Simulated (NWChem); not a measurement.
Species: C2H8Hf; SMILES [CH3][HfH2][CH3]

```xyz
11

Hf     0.0000     0.0000    -0.2467
C      1.7695     0.0000     1.0518
H      1.8101    -0.8914     1.7056
H      1.8101     0.8914     1.7056
H      2.6916     0.0000     0.4388
C     -1.7695     0.0000     1.0518
H     -1.8101     0.8914     1.7056
H     -1.8101    -0.8914     1.7056
H     -2.6916     0.0000     0.4388
H      0.0000     1.5528    -1.2789
H      0.0000    -1.5528    -1.2789
```
Atoms are numbered in this order, from 1.

All runs use the structure optimised with PBE0/def2-SVP. Not confirmed as a minimum by frequencies. def2 effective core potentials on Hf; no spin-orbit coupling.

Symmetry labels are those of C2v in the frame above (b1 and b2, or b-type labels, depend on it).

Question: List the 4 lowest vertical singlet excitations from PBE0/def2-SVPD with def2 effective core potentials on Hf, TDA (NWChem).

Answer: 
| state | energy (eV) | oscillator strength | symmetry | leading excitation (squared amplitude) |
|---|---|---|---|---|
| S1 | 4.53 | 0.000 | b2 | HOMO → LUMO (0.87) |
| S2 | 4.62 | 0.000 | a2 | HOMO−1 → LUMO+1 (0.99) |
| S3 | 4.62 | 0.000 | b1 | HOMO−2 → LUMO (0.70) |
| S4 | 4.81 | 0.007 | a1 | HOMO−1 → LUMO (0.96) |
